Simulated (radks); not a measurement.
The numbers below are computed, except where a source is named.
Q: Sm III, 60 electrons, occupied as [Xe] 4f5.75 5d0.25 (fractional occupations, a model configuration). Level of theory: Dirac Kohn-Sham, BLYP, spin-unpolarised, spherical densities, finite nucleus; open shells fill j = l - 1/2 first; Fermi nuclear charge, rms radius 5.0819 fm (a radial shooting solver on a logarithmic mesh with Libxc functionals). Some entries of the table are withheld. Estimate them.

| orbital | occ. | eigenvalue (eV) | <1/r> (bohr^-1) |
|---|---|---|---|
| 1s1/2 | 2 | -46646.19 | 68.81 |
| 2s1/2 | 2 | -7630.999 | (1) |
| 2p1/2 | 2 | -7234.791 | 16.34 |
| 2p3/2 | 4 | -6631.721 | 14.56 |
| 3s1/2 | 2 | -1682.883 | 5.943 |
| 3p1/2 | 2 | -1512.219 | 5.859 |
| 3p3/2 | 4 | -1390.136 | 5.412 |
| 3d3/2 | 4 | -1093.816 | 5.286 |
| 3d5/2 | 6 | -1067.297 | 5.174 |
| 4s1/2 | 2 | -345.8235 | 2.477 |
| 4p1/2 | 2 | -280.3860 | 2.372 |
| 4p3/2 | 4 | -253.5438 | 2.220 |
| 4d3/2 | 4 | -145.8100 | 2.000 |
| 4d5/2 | 6 | -141.0140 | 1.963 |
| 5s1/2 | 2 | -57.1706 | 0.9484 |
| 5p1/2 | 2 | -39.5138 | 0.8339 |
| 5p3/2 | 4 | -35.8899 | 0.7806 |
| 4f5/2 | 5.75 | -16.9840 | 1.386 |
| 4f7/2 | 0 | -16.4296 | 1.369 |
| 5d3/2 | 0.25 | (2) | 0.5083 |
| 5d5/2 | 0 | (3) | 0.4980 |

A: 
(1) 2s1/2 <1/r> (bohr^-1): 16.35
(2) 5d3/2 eigenvalue (eV): -14.1298
(3) 5d5/2 eigenvalue (eV): -13.8494
